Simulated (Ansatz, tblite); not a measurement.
Removing and adding an electron: `COc1ccc(-c2cc(C)c(-c3cc(C)c(-c4cc(C)c(-c5cc(C)c(-c6cc(C)c(-c7cc(C)c(-c8ccc(C(F)=C(F)F)cc8)s7)s6)s5)s4)s3)s2)cc1`. The state is a singlet with charge 0. Geometry: PBE-D4/def2-SVP. Ansatz, gas phase; energy differences of separate SCF runs; the oxidised species was run as a doublet alone; the reduced species was run as a doublet alone.

```xyz
90

C     8.322  -15.114    0.124
O     7.115  -14.459   -0.213
C     6.997  -13.134    0.070
C     5.770  -12.529   -0.281
C     5.554  -11.177   -0.027
C     6.548  -10.367    0.581
C     6.325   -8.949    0.852
C     7.083   -8.068    1.619
C     6.582   -6.739    1.678
C     7.250   -5.643    2.458
C     5.400   -6.588    0.932
C     4.559   -5.438    0.720
C     3.371   -5.367   -0.013
C     2.761   -4.089   -0.047
C     1.480   -3.808   -0.779
C     3.494   -3.134    0.683
C     3.246   -1.737    0.920
C     4.013   -0.845    1.678
C     3.512    0.478    1.740
C     4.175    1.572    2.526
C     2.319    0.624    1.009
C     1.478    1.780    0.838
C     1.752    3.135    1.044
C     0.670    4.010    0.763
C     0.762    5.502    0.915
C    -0.474    3.320    0.322
C    -1.770    3.801   -0.076
C    -2.845    3.054   -0.567
C    -4.010    3.804   -0.868
C    -5.268    3.186   -1.406
C    -3.837    5.176   -0.605
C    -4.738    6.288   -0.769
C    -4.469    7.645   -0.571
C    -5.570    8.514   -0.791
C    -5.452   10.010   -0.673
C    -6.725    7.815   -1.175
C    -8.060    8.299   -1.521
C    -8.873    7.600   -2.449
C   -10.154    8.043   -2.778
C   -10.690    9.219   -2.198
C   -12.033    9.634   -2.591
F   -12.672    8.824   -3.470
C   -12.739   10.728   -2.203
F   -13.960   10.998   -2.630
F   -12.294   11.647   -1.354
C    -9.888    9.921   -1.264
C    -8.611    9.467   -0.934
S    -6.413    6.092   -1.245
S    -2.227    5.492    0.017
S    -0.178    1.589    0.292
S     1.863   -0.890    0.249
S     4.929   -3.858    1.388
S     4.952   -8.106    0.172
C     7.771  -10.990    0.920
C     8.000  -12.349    0.677
H     8.522  -15.080    1.219
H     9.196  -14.678   -0.410
H     8.204  -16.169   -0.185
H     4.995  -13.152   -0.750
H     4.583  -10.733   -0.296
H     7.989   -8.378    2.157
H     6.576   -5.213    3.229
H     8.154   -6.024    2.973
H     7.564   -4.801    1.804
H     2.944   -6.243   -0.522
H     0.689   -3.431   -0.097
H     1.098   -4.726   -1.266
H     1.615   -3.038   -1.567
H     4.931   -1.158    2.197
H     4.949    1.158    3.202
H     3.442    2.133    3.142
H     4.676    2.311    1.863
H     2.735    3.505    1.361
H     0.046    5.885    1.674
H     0.533    6.030   -0.034
H     1.780    5.801    1.233
H    -2.786    1.966   -0.713
H    -6.119    3.304   -0.702
H    -5.580    3.653   -2.363
H    -5.127    2.103   -1.585
H    -3.471    8.009   -0.286
H    -6.074   10.534   -1.425
H    -5.769   10.374    0.328
H    -4.401   10.328   -0.814
H    -8.478    6.697   -2.938
H   -10.755    7.482   -3.505
H   -10.271   10.826   -0.775
H    -8.040   10.015   -0.173
H     8.576  -10.395    1.376
H     8.968  -12.785    0.956
```

The xTB rows come from tblite. Single mean-field runs in def2-TZVP are fitted with def2-universal-jkfit.

| level | −HOMO (eV) | vertical IE (eV) | −LUMO (eV) | vertical EA (eV) | HOMO–LUMO gap (eV) | IE − EA (eV) |
| --- | --- | --- | --- | --- | --- | --- |
| GFN1-xTB | 10.07 | 11.26 | 8.74 | 7.60 | 1.33 | 3.66 |
| LDA (SPW92)/def2-TZVP | 4.42 | 5.54 | 3.04 | 1.96 | 1.38 | 3.58 |
| PBE-D4/def2-TZVP | 4.19 | 5.35 | 2.81 | 1.78 | 1.38 | 3.57 |

(1) Estimate the rows for GFN2-xTB, PBE0-D4/def2-TZVP.

Answers

(1) 
| level | −HOMO (eV) | vertical IE (eV) | −LUMO (eV) | vertical EA (eV) | HOMO–LUMO gap (eV) | IE − EA (eV) |
| --- | --- | --- | --- | --- | --- | --- |
| GFN2-xTB | 9.36 | 10.53 | 8.07 | 6.96 | 1.29 | 3.58 |
| PBE0-D4/def2-TZVP | 4.85 | 5.64 | 2.31 | 1.61 | 2.54 | 4.03 |

 Raw xTB energy differences between charge states are shifted by several eV; the methods need an empirical correction for them. Sets without diffuse functions give affinities that are too small.
